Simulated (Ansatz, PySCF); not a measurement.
C4H2BrCl, SMILES C#C/C(Cl)=C\Br. Atoms are numbered in the order given.

```xyz
8

C      2.5520     1.1002     0.0000
C      1.3402     1.0540     0.0000
C     -0.0763     1.0202     0.0000
Cl    -0.8712     2.5686     0.0000
C     -0.8397    -0.0874     0.0000
Br    -0.1355    -1.8085     0.0000
H      3.6262     1.1352     0.0000
H     -1.9287    -0.0268     0.0000
```

The structure is a stationary point at PBE0-D3(BJ)/def2-SVP. The structure was generated by enumeration; whether it is a known compound was not checked.

Vertical ionisation energy (IE) and electron affinity (EA) in eV. Rows of orbital energies are one-electron estimates. Where ΔSCF, EOM or ADC give a negative EA the extra electron is unbound and the value depends on the basis.

```csv
level,IE,EA
"−ε(HOMO), −ε(LUMO), CAM-B3LYP/def2-TZVP (PySCF)",8.32,0.58
"−ε(HOMO), −ε(LUMO), PBE/def2-TZVP (PySCF)",6.02,2.50
"ΔSCF, PBE0/def2-SVPD (Ansatz), final states of multiplicity 2 and 2",9.03,0.02
"ΔSCF, PBE/def2-SVPD (Ansatz), final states of multiplicity 2 and 2",…,…
```

Fill in the missing entries. (Estimate from the structure and the level; the computed values follow.)


- ΔSCF, PBE/def2-SVPD (Ansatz, a quantum-chemistry and plane-wave program), final states of multiplicity 2 and 2, IE: 8.78
- ΔSCF, PBE/def2-SVPD (Ansatz), final states of multiplicity 2 and 2, EA: -0.04

What vertical singlet–triplet gap does ΔSCF give with PBE0/def2-SVPD (Ansatz) and with PBE/def2-SVPD (Ansatz)? (The exact figures need the calculation; the answer reports its results.)

2.99 and 2.98 eV (triplet above singlet where positive).
